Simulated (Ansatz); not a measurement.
Calculated with Ansatz (gas phase, PBE0-D4/def2-TZVP geometries, no zero-point term in ΔE). CCSD(T)/CBS is the MP2 limit (def2-TZVPP, def2-QZVPP) plus CCSD(T) − MP2 in def2-TZVPP, frozen cores. Functionals use def2-TZVPP.

Reaction (isomerisation): `[SiH3]C1CB1Cl` → `Cl[SiH]1CBC1`

(1) Is it downhill or uphill in electronic energy at CCSD(T)/CBS, and by how much? (Best estimate.)

(2) What do these levels give: PBE-D4, ωB97X-V, ωB97M-V, B2PLYP, PBE, r2SCAN, HF/def2-TZVPP, CCSD/def2-TZVPP, CCSD(T)/def2-TZVPP, HF/def2-QZVPP, HF/CBS(def2), CCSD/CBS(def2)? (An estimate is asked.)

Largest T1 diagnostic among the species: 0.012.

Answers

(1) Computed: Downhill: ΔE = -138.5 kJ/mol.

(2) Computed: PBE-D4 -130.5, ωB97X-V -132.9, ωB97M-V -138.4, B2PLYP -129.4, PBE -128.8, r2SCAN -136.2, HF/def2-TZVPP -124.9, CCSD/def2-TZVPP -131.4, CCSD(T)/def2-TZVPP -131.9, HF/def2-QZVPP -125.6, HF/CBS(def2) -125.7, CCSD/CBS(def2) -138.0 kJ/mol.

From PBE to PBE0 (25 % exact exchange), in def2-TZVPP and without D4, ΔE moves by −6.3 kJ/mol. In def2-TZVPP, CCSD(T) changes the Hartree–Fock value by −7.0 kJ/mol (the triples alone add −0.5 kJ/mol) and MP2 by −12.0 kJ/mol.
